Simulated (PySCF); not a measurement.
Z-matrix (Å, degrees):
```
C
H 1 1.0952
H 1 1.0953 2 110.73
H 1 1.0971 2 109.60 3 121.02
S 1 1.8175 2 110.48 4 116.14
C 5 1.7639 1 98.79 2 59.93
O 6 1.1873 5 130.60 1 179.92
```
Charge 0, spin multiplicity 2.

Task: Give the total energy, dipole moment and highest occupied spin orbital at the level PySCF with PBE-D3(BJ)/def2-TZVP.

Result: 
```
Quantity                              Value
-----------------------------  ------------
total energy                   -551.1198 Ha
dipole moment                        2.96 D
highest occupied spin orbital      -4.74 eV
```
